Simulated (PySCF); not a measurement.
This script is equivalent to a calculation on Ar (argon, neutral).

```python
from pyscf import gto, scf, dft, mp, cc
import basis_set_exchange as bse
mol = gto.M(atom="Ar 0 0 0", charge=0, spin=0, symmetry="D2h",
            basis=gto.basis.parse(bse.get_basis("cc-pVTZ-DK", elements=["Ar"], fmt="nwchem", header=False)),
            nucmod="G")
mf = dft.UKS(mol, xc="B88,P86").sfx2c1e()
mf.irrep_nelec = {'Ag': (3, 3), 'B1u': (2, 2), 'B2u': (2, 2), 'B3u': (2, 2)}
mf.kernel()
```

Question: What total energy does it give?

Answer: -529.417 hartree (calculated).

Question: Which occupied shell lies highest, and where?

Answer: 3p, at -10.303 eV.
